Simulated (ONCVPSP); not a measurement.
# What the settings do to the ONCV potential of lanthanum (La)

Base potential:

```
Element                 : La
Generator               : ONCVPSP 4.0.1
Type                    : optimised norm-conserving Vanderbilt (ONCV)
Functional              : PW91
Relativity              : scalar-relativistic
Frozen core             : [Kr] 4d10
Valence charge          : 11
Reference configuration : 5s2 5p6 5d2 6s1
Partial waves           : 5s+6s: rc 3.00 bohr, ncon 4, nbas 7, qcut 3.3 1/bohr, 2 projectors; 5p: rc 2.65 bohr, ncon 5, nbas 9, qcut 4.9 1/bohr, 3 projectors, debl 2.4 Ha; 5d: rc 2.45 bohr, ncon 4, nbas 7, qcut 3.4 1/bohr, 3 projectors, debl 1.7 Ha; f scattering state at 0.17 Ha: rc 2.45 bohr, ncon 4, nbas 7, qcut 4.4 1/bohr, local
Local potential         : the f channel
Core correction         : Teter function, fcfact 4.5, rcfact 1.15
```

In the f channel the program set the typed energies aside and used -0.103 Ha.

Cutoffs, loose and tight: the cutoffs (Ha) at which the residual kinetic energy of the hardest occupied pseudo-wave falls to 1 and 0.1 mHa per electron. They do not see the model core or the augmentation charge, which bear on the density cutoff. Test errors are all-electron minus pseudo excitation energies from the reference, over the configurations 5s2 5p6 5d1 6s2; 5s2 5p6 5d1 6s1; 5s2 5p6 5d1 6s0; 5s2 5p6 5d0 6s2 6p1. A dash means not determined; rows that change the core or the reference have their own tests.

For the base: The cutoffs count occupied waves only; projector 1 of the f channel, the hardest unoccupied one, needs 36 Ha at the loose tolerance.

A true bound ghost makes a file unfit for plane-wave use even where its test errors are small: the radial tests pick states by their node count and pass the ghost by.

```tsv
change	outcome	cutoff, loose	cutoff, tight	bound ghosts	GHOST(+) flags above zero	largest test error (meV)
base	generated, projector energies reset by the program	7.3 Ha	10 Ha	s	p, d	-22
s: rc 2.06	failed: test_data: rc < rc(lloc) for l = 0. Not allowed.	–	–	–	–	–
s: rc 2.28	failed: test_data: rc < rc(lloc) for l = 0. Not allowed.	–	–	–	–	–
s: rc 2.58	generated, projector energies reset by the program	7.3 Ha	16 Ha	s	p, d	-21
s: rc 2.8	generated, projector energies reset by the program	7.3 Ha	10 Ha	s	p, d	-22
s: rc 3.06	generated, projector energies reset by the program	7.3 Ha	10 Ha	s	p, d	-22
s: rc 3.4	generated, projector energies reset by the program	7.3 Ha	10 Ha	s	p, d	-21
s: rc 3.56	generated, projector energies reset by the program	7.3 Ha	10 Ha	s	p, d	-20
s: rc 3.8	generated, projector energies reset by the program	7.3 Ha	10 Ha	s	p, d	-18
```

Question: What comes out with this change to the base: s: rc 4.34?

Answer: outcome: generated, projector energies reset by the program; cutoff, loose: 7.3 Ha; cutoff, tight: 10 Ha; bound ghosts: s; GHOST(+) flags above zero: p, d; largest test error (meV): -10.

Question: What comes out with this change to the base: s: rc 4.16?

Answer: outcome: generated, projector energies reset by the program; cutoff, loose: 7.3 Ha; cutoff, tight: 10 Ha; bound ghosts: s; GHOST(+) flags above zero: p, d; largest test error (meV): -13.

Reading the sweep of the s radius (base included, trends over the rows without a ghost): Bound ghosts are found at 2.58, 2.8, 3, 3.06, 3.4, 3.56, 3.8, 4.16, 4.34 bohr. Every judged row has one, so this setting neither creates nor removes them. The generation fails at 2.06, 2.28 bohr.
